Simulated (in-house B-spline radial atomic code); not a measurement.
Settings and results of a run for the samarium ion Sm⁵⁺ (an excited or competing configuration). Computed with an all-electron radial atomic-structure program (B-spline basis): Dirac-Hartree-Fock, average of the jj configuration, Fermi nucleus of rms radius 5.0819 fm.

In the input, a minus or plus after the letter marks the j = l - 1/2 or j = l + 1/2 subshell.

Command:
```bash
python run_scf.py task.json out
```
Settings (nuclear radius in fm, mass in u):
```
Z                62
configuration    1s2 2s2 2p6 3s2 3p6 3d10 4s2 4p6 4d10 4f-2 5s2 5p6 8f+1
hamiltonian      dirac
method           hf
spin_polarised   False
nucleus          fermi
rms_radius       5.0819
atomic_mass      151.91974
speed_of_light   137.035999084
```

Output (hartree, bohr):
```
 radial grid: 78 intervals, B-splines of order 8, outer radius 53.3333 bohr

 iter        energy (Eh)    residual
    1      -10399.147497    8.37e-01
    2      -10416.601478    4.99e-01
    3      -10421.215563    1.41e-01
    4      -10421.625275    5.38e-02
    5      -10421.661577    1.91e-02
    6      -10421.668225    1.77e-03
    7      -10421.668256    4.84e-04
    8      -10421.668258    5.05e-05
    9      -10421.668258    9.46e-07
   10      -10421.668258    6.04e-08

 total energy                    -10421.66826
 kinetic                           11299.9825
 electron-nucleus                 -25340.6760
 electron-electron                  3619.0252

 first-order corrections (not in the total)
   Gaunt                            10.4118
   retardation                      -1.0925
   frequency dependence             -0.1341
   self-energy                       7.2324
   Uehling                          -1.1324
   Wichmann-Kroll                    0.0339
   recoil                            0.0245

 orbital      occ     eigenvalue          <r>       <r^2>       <1/r>     <1/r^2>       r_max    small
 1s1/2      2.000     -1734.7805    0.0227389 0.000704689     68.8093     10695.4     0.01449  5.31e-02
 2s1/2      2.000      -290.8206    0.0964172    0.011036     16.3693     1335.11     0.08224  1.17e-02
 2p1/2      2.000      -275.1274    0.0808395  0.00807161     16.3075     423.447     0.06245  1.17e-02
 2p3/2      4.000      -252.9200    0.0874243   0.0093085     14.5477     288.436     0.06805  1.09e-02
 3s1/2      2.000       -68.5916     0.253615   0.0736296     5.96816     286.002      0.2333  3.69e-03
 3p1/2      2.000       -61.8411      0.24373   0.0690671      5.8693     91.2722      0.2208  3.61e-03
 3p3/2      4.000       -57.2259     0.256099   0.0760528     5.43192     63.1603      0.2326  3.40e-03
 3d3/2      4.000       -45.6734     0.228353    0.061382     5.28657      34.995      0.1859  3.26e-03
 3d5/2      6.000       -44.6443     0.232009   0.0632013     5.18026      33.285      0.1892  3.20e-03
 4s1/2      2.000       -17.3903     0.572882    0.369667     2.49211     67.9177      0.5368  1.16e-03
 4p1/2      2.000       -14.7330     0.586076    0.389794      2.3888     21.2722      0.5428  1.09e-03
 4p3/2      4.000       -13.6243     0.611516    0.424093       2.251     14.9614      0.5664  1.03e-03
 4d3/2      4.000        -9.1882     0.647133    0.483166     2.04144     7.53293      0.5769  8.71e-04
 4d5/2      6.000        -8.8615     0.656513    0.496899     2.00306     7.13228      0.5847  8.49e-04
 4f5/2      2.000        -3.9690     0.751386    0.679518     1.63126     3.32971      0.5741  5.85e-04
 5s1/2      2.000        -4.8387      1.28967     1.85294     1.03191     13.6578       1.196  2.91e-04
 5p1/2      2.000        -3.8965      1.38421     2.14211    0.954232     4.14582       1.272  2.57e-04
 5p3/2      4.000        -3.6848      1.44293     2.32529    0.905828     2.94159       1.327  2.38e-04
 8f7/2      1.000        -0.3640      11.3741     145.997    0.129087   0.0600375       12.71  1.59e-05
```

Cost of the run: 1.3 s on 1 thread of Arm Neoverse V2 (shared host).

For the Dirac Hamiltonian the kinetic term is c α·p + (β - 1)c².
